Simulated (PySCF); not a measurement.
Species: Cd(vinyl)2, C4H6Cd (singlet state).
Structure used (PBE0-D3(BJ)/def2-SVP), in Å, numbered top down from 1:
```xyz
11
C4H6Cd angstrom
Cd    -0.519   -0.165    0.006
C     -0.434   -0.351    2.092
C      0.677   -0.640    2.782
H     -1.350   -0.201    2.682
H      1.649   -0.811    2.304
H      0.679   -0.725    3.878
C     -0.578    0.032   -2.080
C      0.192    0.875   -2.782
H     -1.274   -0.590   -2.661
H      0.924    1.545   -2.314
H      0.133    0.945   -3.877
```

Method used: PBE0-D3(BJ)/def2-SVP geometry optimisation, gas phase, def2 core potentials past Kr (PySCF).

Take the most abundant isotopes and a rigid rotor. The values belong to one conformer.

Problem. What are A, B and C (cm⁻¹)?

Solution. Ia = 33.80, Ib = 366.49, Ic = 391.39 u·Å²; 505379 MHz·u·Å²/I gives 14950, 1379 and 1291 MHz, that is A = 0.49867, B = 0.04600, C = 0.04307 cm⁻¹.

Problem. What kind of rotor is it?

Solution. A near-prolate asymmetric top: κ = (2 × 1379 − 14950 − 1291)/(14950 − 1291) = -0.99.

Problem. What does the inertial defect say?

Solution. Not planar: Δ = Ic − Ia − Ib = -8.90 u·Å². For a rigid frame Δ = −2 Σ m c², so Σ m c² = 4.45 u·Å² lies off the ab plane: 2.19 from hydrogen and 2.26 from heavier atoms. The atom farthest from that plane is 0.77 Å away.

Problem. Predict some low-J microwave lines.

Solution. The dipole components are |μa| = 0.00 D, |μb| = 0.14 D, |μc| = 0.00 D; the symmetry axis of this C2 structure is b, so μa and μc vanish by symmetry and there are no a-type or c-type lines. Some lines, for components of 0.1 D or more:

```csv
type,branch,"J(Ka,Kc)",MHz,lower level (cm⁻¹)
b,Q,"1(1,0) ← 1(0,1)",13659,0.089
b,Q,"3(1,2) ← 3(0,3)",13880,0.534
b,Q,"4(1,3) ← 4(0,4)",14059,0.890
b,R,"1(1,1) ← 0(0,0)",16241,0.000
b,R,"2(1,2) ← 1(0,1)",18824,0.089
b,R,"4(1,4) ← 3(0,3)",23858,0.534
b,Q,"4(2,2) ← 4(1,3)",40413,1.359
b,Q,"2(2,1) ← 2(1,2)",40976,0.717
b,Q,"4(2,3) ← 4(1,4)",41284,1.330
b,R,"3(2,2) ← 2(1,1)",48723,0.726
b,R,"4(2,3) ← 3(1,2)",51262,0.997
b,R,"4(2,2) ← 3(1,3)",51795,0.980
b,Q,"4(3,1) ← 4(2,2)",68069,2.707
b,Q,"3(3,1) ← 3(2,2)",68074,2.351
b,Q,"4(3,2) ← 4(2,3)",68075,2.707
b,R,"3(3,1) ← 2(2,0)",76084,2.084
b,R,"3(3,0) ← 2(2,1)",76085,2.084
b,R,"4(3,1) ← 3(2,2)",78756,2.351
b,Q,"4(4,0) ← 4(3,1)",95303,4.978
b,Q,"4(4,1) ← 4(3,2)",95303,4.978
b,R,"4(4,1) ← 3(3,0)",105984,4.622
```

Not checked by PBE0-D3(BJ)/def2-SVP frequencies. No vibrational averaging or centrifugal distortion is included, and the geometry carries the error of its method.
